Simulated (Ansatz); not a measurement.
Relaxation of AlH7SeSi2 (11 atoms, charge 0, multiplicity 1), to a largest force component of 0.02 eV/Å in at most 50 steps.

The calculation used RKS PBE0/def2-SVP in Ansatz 0.2.0.

```xyz
11
Properties=species:S:1:pos:R:3
Si -1.654 1.518 0.007
Al -0.802 -0.333 1.073
Se 1.512 -0.394 1.573
Si 2.066 -1.159 -0.515
H -2.261 1.155 -1.322
H -2.762 2.161 0.830
H -1.586 0.722 1.875
H -1.686 -1.574 1.386
H 3.446 -1.342 -0.621
H 1.521 -0.192 -1.481
H 1.296 -2.453 -0.698
```

**Question.** Where does it end, and by what steps?

**Answer.** It converged. The force dipped under the threshold on the way, but the program's further checks kept it going. After 37 steps the energy has fallen by 3.483 eV; H8 moved furthest, 1.93 Å. Parted: Al2–H7 (1.54 → 3.29 Å). Joined: Si1–H7 (2.03 → 1.50 Å).

| step | energy less start (eV) | largest force component (eV/Å) | accepted |
| --- | --- | --- | --- |
| 0 | 0.0000 | 2.752 | yes |
| 2 | -1.4515 | 0.681 | yes |
| 4 | -2.1544 | 0.534 | yes |
| 6 | -2.5696 | 0.678 | yes |
| 8 | -2.8628 | 0.273 | yes |
| 10 | -3.0647 | 0.301 | yes |
| 12 | -3.2395 | 0.177 | yes |
| 14 | -3.3285 | 0.192 | yes |
| 16 | -3.3884 | 0.324 | yes |
| 18 | -3.4561 | 0.095 | yes |
| 20 | -3.4733 | 0.127 | yes |
| 22 | -3.4783 | 0.024 | yes |
| 24 | -3.4793 | 0.038 | yes |
| 26 | -3.4801 | 0.049 | yes |
| 28 | -3.4807 | 0.067 | yes |
| 30 | -3.4813 | 0.048 | yes |
| 32 | -3.4822 | 0.012 | yes |
| 34 | -3.4826 | 0.038 | yes |
| 36 | -3.4829 | 0.029 | yes |
| 37 | -3.4830 | 0.015 | yes |

```xyz
11
Properties=species:S:1:pos:R:3
Si -2.467 1.381 0.889
Al -0.723 -0.188 0.183
Se 1.486 0.481 0.403
Si 2.420 -1.457 -0.397
H -3.489 1.567 -0.191
H -1.908 2.725 1.238
H -3.185 0.852 2.094
H -0.988 -1.642 -0.409
H 3.898 -1.282 -0.303
H 2.038 -1.693 -1.820
H 2.006 -2.634 0.421
```

Run time: 2.9 min on 2 threads of Intel(R) Xeon(R) Platinum 8259CL CPU @ 2.50GHz (Skylake/Cascade Lake) (shared host), peak memory 0.34 GiB.
